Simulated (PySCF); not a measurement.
# How methods differ on the ionisation energy of Ca¹⁸⁺

Ca¹⁸⁺ 1s2 (1S) → Ca¹⁹⁺ 1s1 (2S), as a difference of total energies. Computed with PySCF 2.14 in an even-tempered Gaussian basis (17 s from 15 bohr⁻², ratio 2.2; 7 p from 23 bohr⁻², ratio 2.4; 4 d from 70 bohr⁻², ratio 2.4; 3 f from 100 bohr⁻², ratio 2.4; 3 g from 160 bohr⁻², ratio 2.4), with scalar relativity by spin-free X2C-1e. Correlated levels: nothing frozen; virtual orbitals above 40 to 60 times the deepest correlated orbital energy dropped. The calculations carry no spin-orbit coupling.

```tsv
method	ionisation energy (eV)
UHF	5130.4
LDA	5112.1
PBE	5128.6
PBE0	5129.3
r2SCAN	5131.9
TPSSh	5131.9
B97-3	5131.6
MP2 (all electrons)	5131.7
SCS-MP2 (all electrons)	5131.9
```

For comparison: 5128.9 eV (theoretical estimate listed by NIST; NIST Atomic Spectra Database, ionization energies).
